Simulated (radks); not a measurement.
Initial-state core-level shifts of the gallium ion Ga2+ when its valence configuration changes from [Ar] 3d10 4s1. Method: scalar-relativistic Kohn-Sham, PBE, spin-polarised, spherical densities, point nucleus; open shells are filled with parallel spins first; computed with a radial shooting solver on a logarithmic mesh with Libxc functionals. Shifts are changes of the shell-averaged eigenvalues in eV (positive: less bound).

valence	1s	2s	2p	3s
3d10 4p1	-1.695	-1.614	-1.614	-1.692
3d9 4p2	-12.757	-13.715	-13.618	-12.119
3d9 4s1 4p1	-11.176	-12.195	-12.100	-10.543
3d7 4s2 4p2	-35.049	-38.688	-38.394	-31.710
3d9.5 4p1.5	-7.119	-7.530	-7.482	-6.851
3d9.5 4s1 4p0.5	-5.481	-5.963	-5.917	-5.217
3d9 4s2	-9.735	-10.796	-10.707	-9.095
3d8.5 4s2 4p0.5	-15.786	-17.418	-17.280	-14.658
